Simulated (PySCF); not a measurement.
**How the method changes the constants of LaS**

State: doublet, about 0.1 electrons in the 4f shell (Mulliken). Set-up: PySCF, spin-free X2C with a Gaussian nucleus, basis sets La x2c-TZVPall, S x2c-TZVPall. De refers to La (5d1 6s2) + S in their high-spin ground configurations, without counterpoise correction. The functionals are run spin-unrestricted. A positive dipole means La(−)S(+).

| Level | Re (Å) | ωe (cm⁻¹) | De (eV) | μ (D) | CPU s a point (SCF and correlation, without the integrals) |
| --- | --- | --- | --- | --- | --- |
| UHF | 2.390 | 470 | n/a | -6.64 | 4.1 |
| UHF-MP2 | 2.381 | 463 | n/a | n/a | 6.7 |
| UHF-SCS-MP2 | 2.387 | 461 | n/a | n/a | n/a |
| UHF-CCSD | 2.385 | 464 | n/a | n/a | n/a |
| UHF-CCSD(T) | 2.395 | 450 | n/a | n/a | 270 |
| PBE | 2.368 | 449 | n/a | -5.47 | 8.6 |
| BP86 | 2.375 | 445 | n/a | -5.57 | 6.3 |
| r²SCAN | 2.367 | 458 | n/a | -5.66 | 7.9 |
| PBE0 | 2.355 | 468 | n/a | -5.83 | 9.6 |
| M06 | 2.356 | 459 | 5.74 | -5.79 | 20 |

The bond length runs from 2.355 Å (PBE0) to 2.395 Å (UHF-CCSD(T)).

Correlated steps freeze 23 core orbitals. These are scalar-relativistic numbers at best; spin–orbit coupling would shift them, the dissociation energy most. The state is the lowest single determinant that the PBE0 search found; with open d or f shells the true ground state can be another one.

The whole job (state search and all levels along the bond) took about 15 min on 4 threads of Intel Xeon Platinum 8488C (shared host), peak memory 5.9 GiB.
